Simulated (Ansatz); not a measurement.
Single points on C4H12OSi⁺, that is Si(OMe)Me3 with one electron fewer.

```yaml
crystal:
  periodic: [false, false, false]
  atoms:
    - {symbol: Si, position_ang: [-0.150967, -0.262285, -0.218134]}
    - {symbol: O, position_ang: [-0.128999, -0.208713, 1.461303]}
    - {symbol: C, position_ang: [0.463086, 0.820284, 2.210106]}
    - {symbol: H, position_ang: [1.550296, 0.910214, 2.016275]}
    - {symbol: H, position_ang: [0.331868, 0.602791, 3.282533]}
    - {symbol: H, position_ang: [0.001585, 1.807309, 2.008784]}
    - {symbol: C, position_ang: [1.607974, -0.286579, -0.878360]}
    - {symbol: H, position_ang: [2.177614, -1.131496, -0.457510]}
    - {symbol: H, position_ang: [2.153550, 0.640399, -0.635608]}
    - {symbol: H, position_ang: [1.616543, -0.390986, -1.976328]}
    - {symbol: C, position_ang: [-1.065622, 1.233828, -0.892954]}
    - {symbol: H, position_ang: [-2.088358, 1.290325, -0.485215]}
    - {symbol: H, position_ang: [-1.145585, 1.185523, -1.991952]}
    - {symbol: H, position_ang: [-0.552812, 2.178052, -0.645355]}
    - {symbol: C, position_ang: [-1.049235, -1.844857, -0.635751]}
    - {symbol: H, position_ang: [-2.068657, -1.839314, -0.217568]}
    - {symbol: H, position_ang: [-0.521661, -2.717608, -0.218516]}
    - {symbol: H, position_ang: [-1.130621, -1.986887, -1.725762]}
basis:
  gaussian: {orbitals: def2-TZVP, initial_orbitals: start.molden}
total_charge: 1
magnetization: {spin_polarized: true, initial_magnetization: 1}
hamiltonian: {xc: pbe, dispersion: d4}
scf: {omitted_lower_state_checks: [starts]}
output: {orbitals: {seedname: orbitals}}
```

The file start.molden holds the orbitals of an earlier run on this structure, at another level or in another basis.

```sh
$ ansatz run in.yaml --threads 2 --pin off --events-out ev --progress --plain --max-ram 32768MiB --backend cpu
```

Output, abridged:

```
Functional definition: PBE
  name "PBE"
  cite "Perdew, Burke & Ernzerhof, Phys. Rev. Lett. 77, 3865 (1996) doi:10.1103/PhysRevLett.77.3865"
  parent pbe
  parameter kappa = 0.804
  parameter beta = 0.06672455060314922
  exchange = pbe_x(kappa = kappa, mu = beta*pi^2/3)
  correlation = pbe_c(beta = beta)
these checks for a lower state are left out or cut short: starts
1651 factors; their error is unknown
mean field evaluation 1: about -14251.5390 eV, gradient 7.9e0 eV
mean field evaluation 2: about -14251.6875 eV, gradient 2.0e-1 eV
mean field evaluation 4: about -14251.6367 eV, gradient 5.9e-3 eV
mean field evaluation 8: about -14251.6367 eV, gradient 6.1e-5 eV
mean field -14251.63672301 eV, -523.7379894644 hartree, gradient 5.5e-6 eV, S^2 0.752534; 0 other end points of the search recorded, 0 dependent functions left out
reference -14251.63677030 eV, -523.7379912022 hartree; 29, 28 occupied and 235, 236 virtual orbitals, 1651 factors
Total energy: -14251.98629607 eV, -523.7508360373 hartree
Checks for a lower state left out: starts
```

Hardware: 2 threads of AMD EPYC 7R13 on a shared host. Wall time 8.5 s.

The first input with `hamiltonian: {xc: {name: r2SCAN0}, dispersion: d4}` (abridged; 25 s):

```
Functional definition: r2SCAN0
mean field -14258.66540033 eV, -523.9962885917 hartree, gradient 2.4e-5 eV, S^2 0.762392
Total energy: -14258.77382258 eV, -524.0002730358 hartree
Checks for a lower state left out: starts
```

The first input with `gaussian: {orbitals: def2-SVP, initial_orbitals: start.molden}`, `correlation: {method: ccsd_t}`, `scf: {omitted_lower_state_checks: [starts, cluster_reference]}` and without the key `hamiltonian` (abridged; 11 s, on the card):

```
Functional definition: HF
mean field -14196.88338885 eV, -521.7258415471 hartree, gradient 6.1e-6 eV, S^2 0.763028
10 core orbitals not correlated: weight in the atoms' cores, before any rotation towards them, 1.000 or more for the frozen orbitals, at most 0.000 for the correlated occupied ones
second order -22.27900150 eV of doubles, -0.00000000 eV of singles
cycle   1  -23.87430630 eV  change    -1.6e0 eV  update   1.2e-1
cycle   2  -24.58743070 eV  change   -7.1e-1 eV  update   4.3e-2
cycle   3  -24.71942058 eV  change   -1.3e-1 eV  update   4.2e-2
cycle   4  -24.79494930 eV  change   -7.6e-2 eV  update   3.1e-2
cycle   5  -24.81098571 eV  change   -1.6e-2 eV  update   2.3e-2
cycle   6  -24.84276603 eV  change   -3.2e-2 eV  update   1.6e-2
cycle   7  -24.85368075 eV  change   -1.1e-2 eV  update   9.9e-3
cycle   8  -24.86821165 eV  change   -1.5e-2 eV  update   5.9e-3
cycle   9  -24.86979833 eV  change   -1.6e-3 eV  update   2.0e-3
cycle  10  -24.86985870 eV  change   -6.0e-5 eV  update   6.6e-4
cycle  11  -24.87073831 eV  change   -8.8e-4 eV  update   2.6e-4
cycle  12  -24.87093249 eV  change   -1.9e-4 eV  update   1.6e-4
cycle  13  -24.87088887 eV  change    4.4e-5 eV  update   9.4e-5
cycle  14  -24.87089665 eV  change   -7.8e-6 eV  update   5.0e-5
cycle  15  -24.87084906 eV  change    4.8e-5 eV  update   2.0e-5
cycle  16  -24.87082965 eV  change    1.9e-5 eV  update   1.2e-5
perturbative correction -0.75399931 eV, -0.0277089634 hartree
Total energy: -14222.50821780 eV, -522.6675366419 hartree
Checks for a lower state left out: starts, cluster_reference
```

The first input with `gaussian: {orbitals: def2-TZVP}`, `hamiltonian: {xc: pbe0, dispersion: d4}` (abridged; 15 s):

```
Functional definition: PBE0
mean field evaluation 16: about -14252.9575 eV, gradient 3.1e-3 eV
mean field -14252.95753807 eV, -523.7865285225 hartree, gradient 1.8e-5 eV, S^2 0.757952
Total energy: -14253.25618950 eV, -523.7975037601 hartree
Checks for a lower state left out: starts
```

Geometry: r2SCAN-D4/def2-SVP, that of the neutral singlet.

Correlated methods freeze 10 core orbitals.
